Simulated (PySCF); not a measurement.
Ligands exchanged one at a time, Ga CH3-OH. Gas-phase values, no solvent. One relaxed conformer stands for each flexible species; it need not be the lowest. Strings in code marks are SMILES.

Calculation: PySCF 2.14.0 with M06-2X/def2-TZVP. Excitations are Tamm–Dancoff values on a coarser integration grid. The basis has no diffuse functions, so Rydberg states are missing or too high.

```tsv
species	brightest of the four lowest singlets (TDA) (eV)	S1 excitation (TDA) (eV)
0 of 3 CH3 replaced by OH	7.12	5.28
1 of 3 CH3 replaced by OH	___	5.85
2 of 3 CH3 replaced by OH (`[CH3][Ga]([OH])[OH]` (O–Ga–O–H torsion 180°, O–Ga–O–H torsion 0°))	___	7.13
3 of 3 CH3 replaced by OH (`[OH][Ga]([OH])[OH]`)	7.70	6.83
```

Task: Complete the blanks.

Result: 
- 1 of 3 CH3 replaced by OH, brightest of the four lowest singlets (TDA) (eV): 7.16
- 2 of 3 CH3 replaced by OH (`[CH3][Ga]([OH])[OH]` (O–Ga–O–H torsion 180°, O–Ga–O–H torsion 0°)), brightest of the four lowest singlets (TDA) (eV): 7.47
